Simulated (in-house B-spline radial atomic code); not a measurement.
Configurations of the terbium ion Tb²⁺, with energies counted from [Xe] 4f9. Level of theory: scalar-relativistic (X2C) PBE, spin-polarised, spherical fractional occupations, Fermi nucleus of rms radius 5.06 fm; calculated with an all-electron radial atomic-structure program (B-spline basis). Shells without spins written out take the highest spin.

Occupations are held fixed; configurations that lie above the ionisation limit could autoionise.

```csv
configuration,E - E(ref) (eV),highest orbital,its <r> (bohr)
"[Xe] 4f(4 up, 5 down)",4.3259,4f up,0.8988
[Xe] 4f8 6p1,7.469,6p up,3.936
"[Xe] 4f(2 up, 6 down) 6f(1 up, 0 down)",21.243,6f up,9.705
[Kr] 4d10 4f9 5s2 5p5 5d1,23.644,5d up,2.34
[Kr] 4d10 4f9 5s2 5p5 6s1,24.013,6s up,3.27
[Kr] 4d9 4f9 5s2 5p6 6d1,157.3,6d up,5.555
[Kr] 4d9 4f9 5s2 5p6 6f1,161.71,6f up,9.617
```

(1) Order these further configurations by energy, lowest first.
A. [Kr] 4d9 4f9 5s2 5p6 5d1
B. [Kr] 4d10 4f(2 up, 7 down) 5s2 5p(3 up, 2 down) 6p(1 up, 0 down)
C. [Xe] 4f8 5f1
D. [Xe] 4f(3 up, 6 down)
E. [Xe] 4f8 6f1

(2) How far above the reference does [Kr] 4d(5 up, 4 down) 4f(7 up, 3 down) 5s2 5p6 lie?

(3) How far above the reference does [Xe] 4f8 6d1 lie?

(4) How far above the reference does [Kr] 4d(4 up, 5 down) 4f(3 up, 6 down) 5s2 5p6 6p(0 up, 1 down) lie?

Answers

(1) D (2.8818 eV), C (14.643 eV), E (17.296 eV), B (30.592 eV), A (146.81 eV).

(2) 143.36 eV; its least bound orbital is 4f down with <r> = 0.9086 bohr.

(3) 12.894 eV; its least bound orbital is 6d up with <r> = 5.562 bohr.

(4) 155.98 eV; its least bound orbital is 6p down with <r> = 3.938 bohr.
